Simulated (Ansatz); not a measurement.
Consider the cleavage of the Si–B bond: `O[SiH2]B(F)F` + arsine → `O[SiH2][AsH2]` + `FBF`.

Computed with Ansatz on PBE0-D4/def2-TZVP structures; ΔE is electronic, products minus reactants. CBS: MP2 limit from def2 TZ/QZ plus the TZ coupled-cluster correction, frozen cores. This one scheme is used for every species. For As outer-core shells are correlated without core-valence functions, which leaves a few kJ/mol of doubt a bond. Scalar relativity is left out up to krypton. Each species was taken in one conformer, which may not be the lowest.

| species | MP2/def2-SVP energy (Eh) |
| --- | --- |
| `O[SiH2]B(F)F` | -589.65346 |
| `[AsH3]` | -2235.90129 |
| `O[SiH2][AsH2]` | -2601.04127 |
| `FBF` | -224.53609 |

Problem. Work out ΔE.

Solution. ΔE = (-2601.04127) + (-224.53609) − (-589.65346) − (-2235.90129) = -0.02261 Eh = -59.4 kJ/mol. CCSD(T)/CBS gives -59.2 kJ/mol.

Largest T1 diagnostic among the species: 0.013.

Leaving LDA and LC-ωPBE aside and taking each functional with its dispersion term where it has one, the values, not all of them listed here, spread over 9.3 kJ/mol, from PBE-QIDH to B97M-V. From BLYP to BHLYP (50 % exact exchange), in def2-TZVPP and without D4, ΔE moves by −6.4 kJ/mol.
